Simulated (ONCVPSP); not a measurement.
## u(r) = r·R(r): atom against pseudo-atom (Rh)

Columns: radius, all-electron u(r) and pseudo u(r) of the 4s shell (level -83.36 eV) of rhodium in the configuration [Ar] 3d10 4s2 4p6 4d8 5s0.5 5p0.5; PBEsol, scalar-relativistic, ONCV scheme, ONCVPSP 4.0.1.

```json
{"r (bohr)": "0.110", "all-electron": "0.3922", "pseudo": "0.0186"}
{"r (bohr)": "0.220", "all-electron": "-0.4260", "pseudo": "0.0923"}
{"r (bohr)": "0.330", "all-electron": "-0.6098", "pseudo": "0.2496"}
{"r (bohr)": "0.440", "all-electron": "-0.1408", "pseudo": "0.4787"}
{"r (bohr)": "0.550", "all-electron": "0.4438", "pseudo": "0.7344"}
{"r (bohr)": "0.660", "all-electron": "0.8795", "pseudo": "0.9591"}
{"r (bohr)": "0.770", "all-electron": "1.1131", "pseudo": "1.1067"}
{"r (bohr)": "0.880", "all-electron": "1.1794", "pseudo": "1.1578"}
{"r (bohr)": "0.990", "all-electron": "1.1337", "pseudo": "1.1208"}
{"r (bohr)": "1.100", "all-electron": "1.0260", "pseudo": "1.0218"}
{"r (bohr)": "1.210", "all-electron": "0.8919", "pseudo": "0.8912"}
{"r (bohr)": "1.320", "all-electron": "0.7538", "pseudo": "0.7537"}
{"r (bohr)": "1.430", "all-electron": "0.6244", "pseudo": "0.6243"}
{"r (bohr)": "1.540", "all-electron": "0.5094", "pseudo": "0.5093"}
{"r (bohr)": "1.650", "all-electron": "0.4109", "pseudo": "0.4108"}
{"r (bohr)": "1.760", "all-electron": "0.3285", "pseudo": "0.3284"}
{"r (bohr)": "1.870", "all-electron": "0.2608", "pseudo": "0.2608"}
{"r (bohr)": "1.980", "all-electron": "0.2059", "pseudo": "0.2059"}
{"r (bohr)": "2.090", "all-electron": "0.1619", "pseudo": "0.1618"}
{"r (bohr)": "2.200", "all-electron": "0.1268", "pseudo": "0.1267"}
{"r (bohr)": "2.310", "all-electron": "0.0990", "pseudo": "0.0989"}
{"r (bohr)": "2.420", "all-electron": "0.0771", "pseudo": "0.0771"}
{"r (bohr)": "2.530", "all-electron": "0.0599", "pseudo": "0.0599"}
{"r (bohr)": "2.640", "all-electron": "0.0465", "pseudo": "0.0464"}
{"r (bohr)": "2.750", "all-electron": "0.0360", "pseudo": "0.0360"}
{"r (bohr)": "2.860", "all-electron": "0.0278", "pseudo": "0.0278"}
```

(1) How many radial nodes do the two functions have?

(2) At about which radius was the pseudo-wave matched?

(3) Where does each function peak?

(4) Is the pseudo-wave norm-conserving?

Results:

(1) The all-electron 4s function has n − l − 1 = 3 (the table is too coarse to show those close to the nucleus); the pseudo-wave has 0, since the states of the same l below it are removed with the core.

(2) 1.35 bohr, where the columns begin to agree (steps of 0.11 bohr).

(3) Outermost all-electron maximum near 0.88 bohr, pseudo maximum near 0.88 bohr (to the table’s step).

(4) Yes: the ONCV scheme keeps the norm inside the radius equal to the all-electron one, which fixes the energy derivative of the logarithmic derivative at the level.
